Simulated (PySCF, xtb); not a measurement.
HI, SMILES I.

Geometry optimised at B3LYP-D3(BJ)/def2-TZVPD. The def2 effective core potentials stand for the cores of I; spin–orbit coupling is left out.

These are C-PCM-ωB97X/def2-TZVPD (PySCF 2.14.0) values and carry that method's errors.

The values are the electrostatic part of the solvation free energy, E(continuum) − E(gas) at the gas-phase geometry, in a cavity of scaled van der Waals radii (PySCF's table); cavitation and dispersion terms are not included. In vacuum the orbital gap is 11.27 eV. The dipole moment in vacuum is 0.44 D.

Task: Estimate the values in water (ε = 78.36), n-hexane (ε = 1.88), benzene (ε = 2.27). (Estimate from the structure and the level; the computed values follow.)

Result: 
```
solvent       ε  ΔG(elec) (kcal/mol)  dipole (D)  gap (eV)
--------  -----  -------------------  ----------  --------
water     78.36                 -1.8        0.76     11.55
n-hexane   1.88                 -0.8        0.56     11.40
benzene    2.27                 -0.9        0.59     11.43
```

For comparison, GFN2-xTB/ALPB(water) (xtb, at the GFN2-xTB geometry, all terms of that model) gives -3.0 kcal/mol.
